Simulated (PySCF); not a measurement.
C2H9AlN (SMILES [CH3][Al]([CH3])<-[NH3]), doublet, geometry from GFN2-xTB (such geometries of metal compounds can be far from the true shape) (the spin is typed, not shown lowest).

Here is a job for PySCF.
```python
from pyscf import gto, scf, dft

mol = gto.Mole()
mol.atom = '''
    Al    0.45612501    0.14400214    0.58553422
    C     1.18040402    1.02448517   -1.10446545
    H     2.00314753    0.45334385   -1.55194589
    H     1.59408064    2.01416057   -0.88401319
    H     0.44282261    1.18205973   -1.90181117
    C    -1.48074391    0.53159024    1.08975994
    H    -1.92499362   -0.27422218    1.68696724
    H    -2.15887810    0.70017555    0.24339754
    H    -1.55151213    1.43153730    1.70965678
    N    -0.21172714   -1.59855754   -0.61587026
    H    -0.84351527   -1.16649869   -1.28504584
    H    -0.73313935   -2.29622058   -0.09560394
    H     0.52649194   -2.06291305   -1.13422149
'''
mol.basis = '6-311g**'
mol.spin = 1
mol.verbose = 5
mol.build()

mf = dft.UKS(mol)
mf.xc = 'b3lyp'
mf.kernel()
```

What does this run give for the number of basis functions, nuclear repulsion energy, total energy, Mulliken (on the basis functions themselves) charges in atom order, dipole moment?


```json
{
 "number_of_basis_functions": "134",
 "nuclear_repulsion_energy": "157.3748 Eh",
 "total_energy": "-378.877883 Ha",
 "Mulliken (on the basis functions themselves) charges in atom order": "Al1 0.60, C2 -0.68, H3 0.10, H4 0.11, H5 0.09, C6 -0.68, H7 0.10, H8 0.09, H9 0.11, N10 -0.58, H11 0.25, H12 0.24, H13 0.25",
 "dipole_moment": "4.38 D"
}
```

These values belong to the state on which the SCF converged, which isn't shown to be the lowest.
